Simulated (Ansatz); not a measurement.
Isolated molecules relaxed with PBE0-D4/def2-TZVP in Ansatz; ΔE leaves out vibrations. CCSD(T)/CBS adds triple-zeta CCSD(T) − MP2 to the extrapolated MP2 energy (def2 sets, frozen cores). This one scheme is used for every species. Functionals use def2-TZVPP. B3LYP here is the variant with VWN-RPA as its local correlation; programs differ in this. Each species was taken in one conformer, which may not be the lowest.

`Cl[SiH2]O[SiH](Cl)Cl` + `CO[SiH3]` → `CO[SiH2][SiH2]Cl` + `O[SiH](Cl)Cl`  (formal exchange of groups at the Si–O bond)

(1) Is it downhill or uphill in electronic energy at CCSD(T)/CBS, and by how much? (Best estimate.)

(2) What do these levels give: PBE-D4, PBE0-D4, B3LYP, CCSD/def2-TZVPP, SCS-MP2/def2-QZVPP, HF/CBS(def2)? (Estimate.)

Largest T1 diagnostic among the species: 0.011.

## Answers

(1) The calculation gave: Uphill: ΔE = +123.0 kJ/mol.

(2) Ansatz gave: PBE-D4 95.9, PBE0-D4 105.0, B3LYP 118.0, CCSD/def2-TZVPP 126.5, SCS-MP2/def2-QZVPP 134.3, HF/CBS(def2) 147.1 kJ/mol.

From PBE to PBE0 (25 % exact exchange), in def2-TZVPP and without D4, ΔE moves by +9.2 kJ/mol. The D4 term adds +4.5 kJ/mol with B3LYP and +2.7 kJ/mol with PBE0; it sums over pairs of atoms, weighted by their polarisabilities, and B3LYP, whose exchange is more repulsive, gets the larger term. In def2-TZVPP, CCSD(T) changes the Hartree–Fock value by −20.1 kJ/mol (the triples alone add −2.7 kJ/mol) and MP2 by −12.9 kJ/mol.
